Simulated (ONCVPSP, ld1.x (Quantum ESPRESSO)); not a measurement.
**Potentials for indium (In) compared**

Generated with ld1.x 7.5 (TM, RRKJ, ultrasoft, PAW), atompaw 4.2 or ONCVPSP 4.0.1. The cutoff is in Ry: for ld1.x and atompaw files where the sum of valence levels is converged to 10 mRy in a Bessel basis, for ONCV files where the hardest occupied wave has 1 mHa per electron of residual kinetic energy. The error is the largest all-electron minus pseudo excitation energy over each file’s own four to seven test configurations (ionisations up to +4, promotions, holes and added fractions of an electron), all of which were solved. The labels leave out finer settings (local radius, basis sizes, second energies), which also bear on the numbers. Spin-polarised tests are not counted. The rows are a selection from randomly drawn settings: files with unsolved tests, undetermined cutoffs or missed reference levels are left out.

A true bound ghost makes a file unfit for plane-wave use even where its test errors are small: the radial tests pick states by their node count and pass the ghost by.

| potential | cutoff (Ry) | largest error (meV) | bound ghosts |
| --- | --- | --- | --- |
| ONCV, BLYP, scalar-relativistic, rc 2.10/2.65/1.65 (spd), local d, core correction yes, reference 4d10 5s1 5p2, qcut 3.2/2.8/11.3, projectors 2/1/0 | 76 | -168 | s, p |
| ONCV, PBE, scalar-relativistic, rc 1.95/1.65 (sp), local p, core correction yes, reference 5s2, qcut 2.8/4.7, projectors 2/0 | 20 | +49 | none |
| ONCV, PBE, scalar-relativistic, rc 1.75/1.95 (sp), local smoothed, core correction yes, reference 5s1 5p2, qcut 3.9/4.2, projectors 1/2 | 91 | -240 | s, p |
| TM, PBE, fully relativistic, rc 1.55/3.05/1.50 (spd), local s, core correction no, reference 4d10 5s2 5p1 | 80 | -93 | p1/2 |
| ONCV, LDA (Perdew-Wang 92), scalar-relativistic, rc 1.55/1.40/1.35 (spd), local smoothed, core correction no, reference 4s2 4p6 4d10 5s1.5, qcut 7.5/11.2/11.3, projectors 2/2/2 | 83 | -11 | none |
| ONCV, LDA (Perdew-Wang 92), scalar-relativistic, rc 1.65/1.20/1.70 (spd), local smoothed, core correction no, reference 4s2 4p6 4d10 5s1, qcut 9.5/13.3/9.8, projectors 2/3/2 | 107 | -6.7 | none |

Question: Fill in the row for In: ONCV, BLYP, scalar-relativistic, rc 1.45/1.30/1.10 (spd), local smoothed, core correction yes, reference 4s2 4p6 4d10 5s1, qcut 7.2/13.4/8.9, projectors 3/2/2.

Answer: cutoff 107 Ry, largest error -8.0 meV, bound ghosts: none.

Question: Fill in the row for In: TM semilocal, BLYP, scalar-relativistic, rc 1.95/3.10/1.70 (spd), local s, core correction yes, reference 4d10 5s2 5p1.

Answer: cutoff 70 Ry, largest error -126 meV, bound ghosts: none.
